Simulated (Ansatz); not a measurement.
Basis-set extrapolation for `CCB(N)Cl` (PBE0-D4/def2-TZVP geometry, frozen core, the Gaussian-basis code of Ansatz). Multiplicity 1, RHF reference.

```
                      def2-TZVPP   def2-QZVPP
                 HF  -618.627499  -618.647679
    MP2 correlation    -0.854944    -0.918223
CCSD(T) correlation    -0.942735      not run
```

Energies in hartree. Use E(X) = E(∞) + A·exp(−7.88·√X) for Hartree–Fock and E(X) = E(∞) + B·X^(−2.97) for correlation, with X = 3 and 4, and add CCSD(T) minus MP2 of the smaller set to the MP2 limit.

Task: What is the CCSD(T) energy at the basis-set limit?

Result: HF limit: -618.647679 + (-0.020180) × 0.13774 = -618.65046. MP2 limit: -0.918223 + (-0.063279) × 0.74074 = -0.96510. Higher-order term: -0.942735 − (-0.854944) = -0.08779. Total: -619.70335 hartree, 349.5 kJ/mol below CCSD(T)/def2-TZVPP.
